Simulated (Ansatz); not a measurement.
Harmonic frequencies (cm⁻¹) at PBE0-D4/def2-TZVP from Ansatz: 79, 278, 525, 665, 735, 838, 1235, 1416, 1428, 3019, 3096, 3135.

**Question.** Which molecule is it?
A. `C[Si]S`
B. `CS[Si]Cl`
C. `O[Si]O`
D. `C[Si]F`

**Answer.** D.
